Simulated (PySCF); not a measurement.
BeFH. Atoms are numbered in the order given.

```xyz
3

Be     0.0000     0.0000     0.7861
H      0.0000     0.0000     2.1149
F      0.0000     0.0000    -0.5844
```
Charge 0, spin multiplicity 1.

Geometry: PBE0-D3(BJ)/def2-TZVPD.

Calculation: ωB97X/def2-TZVPD run with PySCF.

Mulliken values depend strongly on the basis, most of all with diffuse functions as here. ESP charges are fitted to the potential on shells at 1.4 to 2.0 van der Waals radii. Atomic charges (e):

| atom | ESP fit | IAO | Mulliken |
|---|---|---|---|
| Be1 | 0.72 | (withheld) | 0.33 |
| H2 | -0.31 | (withheld) | -0.11 |
| F3 | -0.41 | (withheld) | -0.23 |

### Question
Complete the blanks. (Estimate from the structure and the level; the computed values follow.)

### Answer

- Be1, IAO: 1.41
- H2, IAO: -0.53
- F3, IAO: -0.88
